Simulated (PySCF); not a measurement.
LDA on Pb- (lead, charge -1), [Xe] 4f14 5d10 6s2 6p3, high-spin 4S determinant. Computed with PySCF 2.14 in def2-TZVPPD with the def2 core potential (60 electrons) (7s5p4d2f, 56 functions), with a scalar-relativistic core potential.

```
cycle= 1 E= -192.618661251494  delta_E= -0.0165  |g|= 0.0498  |ddm|= 0.626
cycle= 2 E= -192.61891163781  delta_E= -0.00025  |g|= 0.0413  |ddm|= 0.115
cycle= 3 E= -192.619415504096  delta_E= -0.000504  |g|= 0.00479  |ddm|= 0.0602
cycle= 4 E= -192.619438050447  delta_E= -2.25e-05  |g|= 0.000118  |ddm|= 0.0162
cycle= 5 E= -192.619438057588  delta_E= -7.14e-09  |g|= 6.2e-06  |ddm|= 0.000285
cycle= 6 E= -192.619438057607  delta_E= -1.85e-11  |g|= 9.01e-08  |ddm|= 1.72e-05
converged SCF energy = -192.619438057607  <S^2> = 3.7510001  2S+1 = 4.0005
```

Highest occupied orbital energy: 1.231 eV; ⟨L²⟩ = 0.00; populations by l: s 4.00, p 9.00, d 10.00, f 0.00.

Q: Can this result be used?

A: With care. The calculation finished and met its thresholds. Energies and moments cover only the electrons outside the core potential. Spin-orbit coupling, which splits the p, d and f shells strongly at this Z, is absent. Spin-orbit coupling is strong in this species (close to jj coupling), so the high-spin LS determinant is a model state, not a physical level. At LDA the highest occupied level has a positive energy, so only the finite basis holds that electron; in a semilocal or global hybrid functional this comes from self-interaction and does not mean that the real anion is unbound.
